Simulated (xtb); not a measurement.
Input file for xtb: GFN1-xTB on GaH4NO2 (SMILES [NH2][Ga]([OH])[OH]), a point of a torsion scan.

```
$ xtb mol.xyz --gfn 1 --sp --chrg 0 --uhf 0
8

N      1.62214707     0.09321603    -0.05434743
Ga    -0.20140284    -0.04745784    -0.14685060
O     -1.13982785     1.40896020    -0.33541928
O     -0.91237544    -1.63876029    -0.14167673
H      2.06989835    -0.67542247     0.43433236
H      1.94923783     0.97246836     0.33316770
H     -2.08823602     1.43745620    -0.44693303
H     -1.83405650    -1.82695153    -0.30857157
```

The head of its log:

```
[...]
           -------------------------------------------------
          |                Calculation Setup                |
           -------------------------------------------------



           -------------------------------------------------
          |                 G F N 1 - x T B                 |
           -------------------------------------------------

        Reference                      10.1021/acs.jctc.7b00118
      * Hamiltonian:
        H0-scaling (s, p, d)           1.850000    2.250000    2.000000
        zeta-weighting                 0.000000
      * Dispersion:
        s8                             2.400000
        a1                             0.630000
        a2                             5.000000
        s9                             0.000000
      * Repulsion:
        kExp                           1.500000
        rExp                           1.000000
      * Coulomb:
        alpha                          2.000000
        third order                    atomic
        anisotropic                    false
      * Halogen bond correction:
        rad-scale                      1.300000
        damping                        0.440000


          ...................................................
          :                      SETUP                      :
          :.................................................:
          :  # basis functions                  30          :
          :  # atomic orbitals                  29          :
          :  # shells                           17          :
          :  # electrons                        24          :
          :  # halogen bonds                     0          :
          :  max. iterations                   250          :
          :  Hamiltonian                  GFN1-xTB          :
          :  restarted?                      false          :
          :  GBSA solvation                  false          :
          :  PC potential                    false          :
          :  electronic temp.          300.0000000     K    :
          :  accuracy                    1.0000000          :
          :  -> integral cutoff          0.2500000E+02      :
          :  -> integral neglect         0.1000000E-07      :
          :  -> SCF convergence          0.1000000E-05 Eh   :
          :  -> wf. convergence          0.2000000E-04 e    :
          :  Broyden damping             0.4000000          :
          :  net charge                          0          :
          :  unpaired electrons                  0          :
          ...................................................

 iter      E             dE          RMSdq      gap      omega  full diag
   1    -16.1987358 -0.161987E+02  0.588E+00    5.01       0.0  T
   2    -16.2275790 -0.288432E-01  0.395E+00    6.07       1.0  T
```

Task: Give the final energy of this run.

Result: -16.1354 hartree.
